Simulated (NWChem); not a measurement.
System: BaO; SMILES [O]=[Ba]

Here is an NWChem input.

```
start job
memory heap 200 mb stack 900 mb global 1100 mb
geometry units angstroms noautosym nocenter noautoz
  Ba     0.000000     0.000000    -0.236356
  O      0.000000     0.000000     1.812817
end
basis spherical
  * library def2-svpd
end
ecp
  Ba library def2-ecp
end
dft
  xc b3lyp
  iterations 150
end
tddft
  cis
  nroots 6
  notriplet
end
task tddft energy
```

Output (shortened):

```
             Northwest Computational Chemistry Package (NWChem) 7.3.0
             --------------------------------------------------------

                             Geometry "geometry" -> ""
                             -------------------------

 Output coordinates in angstroms (scale by  1.889725989 to convert to a.u.)

  No.       Tag          Charge          X              Y              Z
 ---- ---------------- ---------- -------------- -------------- --------------
    1 Ba                  56.0000     0.00000000     0.00000000    -0.23635600
    2 O                    8.0000     0.00000000     0.00000000     1.81281700

 Effective nuclear repulsion energy (a.u.)     115.6912605973

                                 NWChem DFT Module
                                 -----------------

 Summary of "ao basis" -> "ao basis" (spherical)
 ------------------------------------------------------------------------------
       Tag                 Description            Shells   Functions and Types
 ---------------- ------------------------------  ------  ---------------------
 Ba                        def2-svpd                10       26   4s4p2d
 O                         def2-svpd                 9       23   4s3p2d

            General Information
            -------------------
          SCF calculation type: DFT
          Wavefunction type:  closed shell.
          No. of atoms     :     2
          No. of electrons :    18
           Alpha electrons :     9
            Beta electrons :     9
          Charge           :     0
          Spin multiplicity:     1
          Use of symmetry is: off; symmetry adaption is: off
          Maximum number of iterations: 150
          AO basis - number of functions:    49
                     number of shells:    19
          Convergence on energy requested:  1.00D-06
          Convergence on density requested:  1.00D-05
          Convergence on gradient requested:  5.00D-04

              XC Information
              --------------
                         B3LYP Method XC Potential
                     Hartree-Fock (Exact) Exchange  0.200
                        Slater Exchange Functional  0.800 local
                    Becke 1988 Exchange Functional  0.720 non-local
              Lee-Yang-Parr Correlation Functional  0.810
                  VWN I RPA Correlation Functional  0.190 local

             Grid Information
             ----------------
          Grid used for XC integration:  medium
          Radial quadrature: Mura-Knowles
          Angular quadrature: Lebedev.
          Tag              B.-S. Rad. Rad. Pts. Rad. Cut. Ang. Pts.
          ---              ---------- --------- --------- ---------
          Ba                  2.15      123          14.0       590
          O                   0.60       49          12.0       434
          Grid pruning is: on
          Number of quadrature shells:   172
          Spatial weights used:  Erf1

      Superposition of Atomic Density Guess
      -------------------------------------

 Sum of atomic energies:        -102.17845349

      Non-variational initial energy
      ------------------------------

 Total energy =     -99.562968
 1-e energy   =    -184.478717
 2-e energy   =      64.256595
 HOMO         =      -0.420315
 LUMO         =      -0.142709

   convergence    iter        energy       DeltaE   RMS-Dens  Diis-err
 ---------------- ----- ----------------- --------- --------- ---------
 d= 0,ls=0.0,diis     1   -100.2438374014 -1.21D+02  9.71D-02  2.49D+00
 d= 0,ls=0.0,diis     2    -91.8216483977  8.42D+00  9.47D-02  2.15D+01
 d= 0,ls=0.0,diis     3   -100.5705439888 -8.75D+00  1.66D-02  3.09D-01
 d= 0,ls=0.0,diis     4   -100.6253927186 -5.48D-02  3.60D-03  1.96D-02
 d= 0,ls=0.0,diis     5   -100.6278139267 -2.42D-03  6.28D-04  1.09D-02
  Resetting Diis
 d= 0,ls=0.0,diis     6   -100.6288143814 -1.00D-03  4.45D-04  1.84D-03
 d= 0,ls=0.0,diis     7   -100.6290248912 -2.11D-04  3.59D-04  3.01D-05
 d= 0,ls=0.0,diis     8   -100.6289762401  4.87D-05  2.33D-04  4.66D-04
 d= 0,ls=0.0,diis     9   -100.6290287486 -5.25D-05  1.44D-05  7.17D-07
 d= 0,ls=0.0,diis    10   -100.6290288567 -1.08D-07  2.93D-06  7.78D-10

         Total DFT energy =     -100.629028856666
      One electron energy =     -188.350936211948
           Coulomb energy =       79.419875456543
    Exchange-Corr. energy =      -12.357121779342
 Nuclear repulsion energy =       20.659153678082

 Numeric. integr. density =       17.999995179229

                       DFT Final Molecular Orbital Analysis
                       ------------------------------------

 Vector    7  Occ=2.000000D+00  E=-1.812513D-01
              MO Center= -1.6D-09,  1.2D-09,  1.5D+00, r^2= 1.5D+00
   Bfn.  Coefficient  Atom+Function         Bfn.  Coefficient  Atom+Function
  ----- ------------  ---------------      ----- ------------  ---------------
    32      0.419035  2 O  py                31      0.370485  2 O  px
    35      0.293547  2 O  py                34      0.259536  2 O  px
    18      0.195841  1 Ba d -1              20     -0.173151  1 Ba d  1
    38      0.122487  2 O  py                37      0.108296  2 O  px
     6     -0.065227  1 Ba py                 5     -0.057670  1 Ba px

 Vector    8  Occ=2.000000D+00  E=-1.812512D-01
              MO Center= -4.9D-08,  4.3D-08,  1.5D+00, r^2= 1.5D+00
   Bfn.  Coefficient  Atom+Function         Bfn.  Coefficient  Atom+Function
  ----- ------------  ---------------      ----- ------------  ---------------
    31      0.419035  2 O  px                32     -0.370485  2 O  py
    34      0.293547  2 O  px                35     -0.259536  2 O  py
    20     -0.195841  1 Ba d  1              18     -0.173151  1 Ba d -1
    37      0.122487  2 O  px                38     -0.108296  2 O  py
     5     -0.065227  1 Ba px                 6      0.057670  1 Ba py

 Vector    9  Occ=2.000000D+00  E=-1.651067D-01
              MO Center=  1.7D-08, -1.5D-08,  1.2D+00, r^2= 2.7D+00
   Bfn.  Coefficient  Atom+Function         Bfn.  Coefficient  Atom+Function
  ----- ------------  ---------------      ----- ------------  ---------------
    33      0.561398  2 O  pz                19     -0.404881  1 Ba d  0
    36      0.392044  2 O  pz                30      0.250971  2 O  s
     3     -0.214890  1 Ba s                  2      0.205915  1 Ba s
     7      0.148487  1 Ba pz                10      0.123030  1 Ba pz
    39      0.067230  2 O  pz                 1     -0.050600  1 Ba s

 Vector   10  Occ=0.000000D+00  E=-5.963995D-02
              MO Center=  2.1D-08, -1.8D-08, -1.3D+00, r^2= 8.5D+00
   Bfn.  Coefficient  Atom+Function         Bfn.  Coefficient  Atom+Function
  ----- ------------  ---------------      ----- ------------  ---------------
     3      0.682887  1 Ba s                  4      0.501119  1 Ba s
     2     -0.460798  1 Ba s                 13     -0.236981  1 Ba pz
    30     -0.141897  2 O  s                 19     -0.138819  1 Ba d  0
     7      0.108174  1 Ba pz                 1      0.096768  1 Ba s
    10      0.090836  1 Ba pz                16     -0.085303  1 Ba pz

 Vector   11  Occ=0.000000D+00  E=-9.139901D-03
              MO Center=  3.3D-08, -3.3D-08, -1.3D+00, r^2= 1.6D+01
   Bfn.  Coefficient  Atom+Function         Bfn.  Coefficient  Atom+Function
  ----- ------------  ---------------      ----- ------------  ---------------
    15      0.432889  1 Ba py                14      0.376240  1 Ba px
    23     -0.285269  1 Ba d -1              12      0.251299  1 Ba py
    25      0.247938  1 Ba d  1              11      0.218413  1 Ba px
    18     -0.167304  1 Ba d -1              20      0.145409  1 Ba d  1
    38      0.121698  2 O  py                 6     -0.117811  1 Ba py

 Vector   12  Occ=0.000000D+00  E=-9.139900D-03
              MO Center= -1.5D-08,  1.4D-08, -1.3D+00, r^2= 1.6D+01
   Bfn.  Coefficient  Atom+Function         Bfn.  Coefficient  Atom+Function
  ----- ------------  ---------------      ----- ------------  ---------------
    14      0.432889  1 Ba px                15     -0.376240  1 Ba py
    25      0.285269  1 Ba d  1              11      0.251299  1 Ba px
    23      0.247938  1 Ba d -1              12     -0.218413  1 Ba py
    20      0.167304  1 Ba d  1              18      0.145409  1 Ba d -1
    37      0.121698  2 O  px                 5     -0.117811  1 Ba px

     Multipole analysis of the density
     ---------------------------------

     L   x y z        total         alpha         beta         nuclear
     -   - - -        -----         -----         ----         -------
     0   0 0 0      0.000000     -9.000000     -9.000000     18.000000

     1   1 0 0      0.000000      0.000000      0.000000      0.000000
     1   0 1 0     -0.000000     -0.000000     -0.000000      0.000000
     1   0 0 1     -3.311381    -13.125360    -13.125360     22.939338

[...]

                                NWChem TDDFT Module
                                -------------------

            General Information
            -------------------
           No. of orbitals :      98
            Alpha orbitals :      49
             Beta orbitals :      49
        Alpha frozen cores :       0
         Beta frozen cores :       0
     Alpha frozen virtuals :       0
      Beta frozen virtuals :       0
         Spin multiplicity :       1
    Number of AO functions :      49
        Use of symmetry is : off
      Symmetry adaption is : off
         Schwarz screening :  0.10D-07

              XC Information
              --------------
                  B3LYP Method XC Potential
              Hartree-Fock (Exact) Exchange   0.20
                 Slater Exchange Functional   0.80 local
             Becke 1988 Exchange Functional   0.72 non-local
       Lee-Yang-Parr Correlation Functional   0.81
           VWN I RPA Correlation Functional   0.19 local

             TDDFT Information
             -----------------
          Calculation type : Tamm-Dancoff TDDFT
         Wavefunction type : Restricted singlets
          No. of electrons :      18
           Alpha electrons :       9
            Beta electrons :       9
              No. of roots :       6
          Max subspacesize :    5200
            Max iterations :     100
               Target root :       1
           Target symmetry : none
      Symmetry restriction : off
                 Algorithm : Optimal
        Davidson threshold :  0.10D-03

    6 smallest eigenvalue differences (eV)
--------------------------------------------------------
  No. Spin  Occ  Vir  Irrep   E(Occ)    E(Vir)   E(Diff)
--------------------------------------------------------
    1    1    9   10 a        -0.165    -0.060     2.870
    2    1    8   10 a        -0.181    -0.060     3.309
    3    1    7   10 a        -0.181    -0.060     3.309
    4    1    9   11 a        -0.165    -0.009     4.244
    5    1    9   12 a        -0.165    -0.009     4.244
    6    1    9   13 a        -0.165    -0.000     4.492
--------------------------------------------------------

  Entering Davidson iterations
  Restricted singlet excited states

  Iter   NTrls   NConv    DeltaV     DeltaE      Time
  ----  ------  ------  ---------  ---------  ---------
    1      6       0     0.38E-01   0.10+100        1.4
    2     12       0     0.19E-01   0.17E-02        1.4
    3     18       0     0.60E-02   0.59E-03        1.4
    4     24       0     0.81E-03   0.49E-04        1.9
    5     30       3     0.20E-03   0.11E-05        1.5
    6     33       6     0.26E-04   0.94E-07        1.3
  ----  ------  ------  ---------  ---------  ---------
  Convergence criterion met

  Ground state a        -100.629028856666 a.u.

  ----------------------------------------------------------------------------
  Root   1 singlet a              0.074361734 a.u.                2.0235 eV
  ----------------------------------------------------------------------------
     Transition Moments    X  0.00000   Y -0.00000   Z -0.72300
     Dipole Oscillator Strength                    0.0259138109
     Electric Quadrupole                           0.0000000072
     Magnetic Dipole                               0.0000000000
     Total Oscillator Strength                     0.0259138181

     Occ.    9  a   ---  Virt.   10  a        0.99250
     Occ.    9  a   ---  Virt.   15  a        0.10981
  ----------------------------------------------------------------------------
  Root   2 singlet a              0.090404698 a.u.                2.4600 eV
  ----------------------------------------------------------------------------
     Transition Moments    X  0.08667   Y -0.07666   Z -0.00000
     Dipole Oscillator Strength                    0.0008069748
     Electric Quadrupole                           0.0000000116
     Magnetic Dipole                               0.0000001642
     Total Oscillator Strength                     0.0008071506

     Occ.    8  a   ---  Virt.   10  a       -0.99488
     Occ.    8  a   ---  Virt.   15  a       -0.08888
  ----------------------------------------------------------------------------
  Root   3 singlet a              0.090404702 a.u.                2.4600 eV
  ----------------------------------------------------------------------------
     Transition Moments    X -0.07666   Y -0.08667   Z -0.00000
     Dipole Oscillator Strength                    0.0008069754
     Electric Quadrupole                           0.0000000116
     Magnetic Dipole                               0.0000001642
     Total Oscillator Strength                     0.0008071512

     Occ.    7  a   ---  Virt.   10  a        0.99488
     Occ.    7  a   ---  Virt.   15  a        0.08888
  ----------------------------------------------------------------------------
  Root   4 singlet a              0.125277937 a.u.                3.4090 eV
  ----------------------------------------------------------------------------
     Transition Moments    X -0.00000   Y -0.00000   Z  0.00000
     Dipole Oscillator Strength                    0.0000000000
     Electric Quadrupole                           0.0000000047
     Magnetic Dipole                               0.0000000000
     Total Oscillator Strength                     0.0000000047

     Occ.    9  a   ---  Virt.   13  a       -0.99526
     Occ.    9  a   ---  Virt.   24  a        0.05580
  ----------------------------------------------------------------------------
  Root   5 singlet a              0.127052130 a.u.                3.4573 eV
  ----------------------------------------------------------------------------
     Transition Moments    X -0.10396   Y -0.12361   Z  0.00000
     Dipole Oscillator Strength                    0.0022095535
     Electric Quadrupole                           0.0000000448
     Magnetic Dipole                               0.0000006088
     Total Oscillator Strength                     0.0022102071

     Occ.    9  a   ---  Virt.   11  a       -0.99001
     Occ.    9  a   ---  Virt.   16  a        0.12127
  ----------------------------------------------------------------------------
  Root   6 singlet a              0.127052130 a.u.                3.4573 eV
  ----------------------------------------------------------------------------
     Transition Moments    X -0.12361   Y  0.10396   Z -0.00000
     Dipole Oscillator Strength                    0.0022095549
     Electric Quadrupole                           0.0000000448
     Magnetic Dipole                               0.0000006088
     Total Oscillator Strength                     0.0022102084

     Occ.    9  a   ---  Virt.   12  a       -0.99001
     Occ.    9  a   ---  Virt.   17  a        0.12127

              Target root =      1
          Target symmetry = none
      Ground state energy =   -100.629028856666
        Excitation energy =      0.074361734205
     Excited state energy =   -100.554667122461

  stored tddft:energy   -100.55466712246137
```

Level: B3LYP/def2-SVPD with def2 effective core potentials on Ba, TDA. Coordinates come from a PBE0/def2-SVP optimisation. def2 effective core potentials on Ba; no spin-orbit coupling.
